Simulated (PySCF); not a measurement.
Species: CH6B2S.
SMILES with atom numbers: `[BH2:1][BH:2][S:3][CH3:4]` (hydrogens: H5, H6 on B1; H7 on B2; H8, H9, H10 on C4)

Level of theory: PBE0-D3(BJ)/def2-SVP geometry optimisation, gas phase in PySCF 2.14.0.

Q: What internal coordinates does the optimisation give?

A: 
| bond | length (pm) |
| --- | --- |
| B1–B2 | 166.4 |
| B2–S3 | 176.7 |
| S3–C4 | 182.0 |
| B1–H5, B1–H6 | 121.3 |
| B2–H7 | 121.2 |
| C4–H8, C4–H9, C4–H10 | 109.8 |

Bonds in one row agree within 1 pm and their mean is given. A selection of angles:
| angle | degrees |
| --- | --- |
| B2–B1–H5 | 121.9 |
| H5–B1–H6 | 116.1 |
| B1–B2–S3 | 125.7 |
| B1–B2–H7 | 122.1 |
| S3–B2–H7 | 112.3 |
| B2–S3–C4 | 105.4 |
| S3–C4–H8 | 110.7 |
| S3–C4–H9 | 107.7 |
| H8–C4–H9 | 108.8 |

Dihedral angles: B1–B2–S3–C4 0° (synperiplanar).

B2 (three-coordinate boron) is planar (angles 125.7°, 122.1° and 112.3°, sum 360.0°, 0.00 Å off the plane of its three neighbours). The 4 heavy atoms lie in one plane (0.000 Å rms). S3 (sulfur bonded to B and C) is bent (angle 105.4°). B1 (three-coordinate boron) is planar (angles 122.0°, 121.9° and 116.1°, sum 360.0°, 0.00 Å off the plane of its three neighbours).

Point group: Cs (every atom within 0.08 Å of its image). Whether it is a minimum is left open (no frequencies). One conformer, not necessarily the lowest.
